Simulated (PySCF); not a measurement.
**Polarisability and C₆ of Cr⁺ (chromium, charge +1)**

[Ar] 3d5, high-spin 6S determinant. All numbers are calculated (PySCF 2.14, the non-relativistic Hamiltonian (point nucleus), in dyall-av2z). Coupled (time-dependent) response in atomic units; α is the mean over directions. A double-zeta set is small for polarisabilities.

```tsv
method	mean α (bohr³)	C₆ (like pair)	S(−4)
UHF	8.699	31.07	75.22
PBE	13.23	47.48	265.0
PBE0	11.42	41.03	170.7
```

S(−4) is the Cauchy moment in α(ω) = α(0) + S(−4) ω² + …

α(iu) at UHF:

```tsv
u (hartree)	α(iu) (bohr³)
0	8.699
0.0500	8.517
0.100	8.042
0.200	6.783
0.300	5.694
0.500	4.301
0.750	3.293
1.00	2.622
1.50	1.773
2.00	1.278
3.00	0.7605
5.00	0.3649
```

A single London oscillator, α(iu) = α/(1 + u²/ω²), gives C₆ = (3/4) ω α². Matching the computed C₆ needs ω = 4 × 31.07 / (3 × 8.699²) = 0.547 hartree.

For an ion, C₆ is the dispersion term alone; charge-induced terms of lower order in 1/R come first.
